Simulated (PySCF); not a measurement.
CH7NSi3, SMILES [SiH3][Si@H]1N=C[SiH2]1.

Geometry optimised at r2SCAN-D4/def2-SVP. The structure was generated by enumeration; whether it is a known compound was not checked.

Two levels are set side by side: TDA-PBE/def2-SVPD (PySCF) and TDA-M06-2X/def2-SVPD (PySCF). Vertical, same geometry. The lowest singlet is HOMO→LUMO 99 % with PBE and HOMO→LUMO 91 % with the other functional; states are paired by order. Differences are taken from unrounded values.

```csv
quantity,TDA-M06-2X,TDA-PBE,TDA-PBE minus TDA-M06-2X
lowest singlet excitation (eV),3.46,3.50,0.03
lowest triplet excitation (TDA) (eV),2.86,2.76,-0.10
first bright state (f over 0.05) (eV),5.84,5.57,-0.26
its oscillator strength,0.07,0.08,0.01
```

Rough cost on one machine, each run with all the roots and properties that it gave: TDA-M06-2X against TDA-PBE about 9 times.
